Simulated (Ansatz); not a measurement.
Reaction (atomization): `[NH2][AlH][C](=O)O[SiH3]` → Al• + C• + 6 H• + N• + 2 O• + Si•

Calculated with Ansatz (gas phase, PBE0-D4/def2-TZVP geometries, no zero-point term in ΔE). CBS: MP2 limit from def2 TZ/QZ plus the TZ coupled-cluster correction, frozen cores. This one scheme is used for every species, atoms too. Open shells (•) are unrestricted, without spin–orbit coupling. Spin–orbit coupling would lower the free atoms: a little for Al, C, O, Si. One conformer a species, not always the lowest.

```json
{"level": "CCSD/def2-TZVPP", "ΔE (kJ/mol)": "4136.7"}
{"level": "SCS-MP2/def2-QZVPP", "ΔE (kJ/mol)": "4390.3"}
```

Problem. What does CCSD(T)/CBS give? (Best estimate.)

Solution. Computed: +4352.6 kJ/mol. The listed levels differ from it by -215.9, 37.7 kJ/mol.

Largest T1 diagnostic among the species: 0.018.

In def2-TZVPP, CCSD(T) changes the Hartree–Fock value by +1205.0 kJ/mol (the triples alone add +78.9 kJ/mol) and MP2 by +1301.2 kJ/mol; breaking electron pairs costs correlation energy, which Hartree–Fock lacks. From PBE to PBE0 (25 % exact exchange), in def2-TZVPP and without D4, ΔE moves by −113.6 kJ/mol: exact exchange takes away binding that semilocal exchange gives to molecules. The D4 term adds +41.0 kJ/mol with B3LYP and +21.7 kJ/mol with PBE0; it sums over pairs of atoms, weighted by their polarisabilities, and B3LYP, whose exchange is more repulsive, gets the larger term.

B3LYP here is the variant with VWN-RPA as its local correlation; programs differ in this.

For atomizations the MP2-based limit and the directly extrapolated one differ by several kJ/mol either way, and by 10 to 25 for some Ge, Se and Sn compounds, so smaller differences from it don't rank the levels.
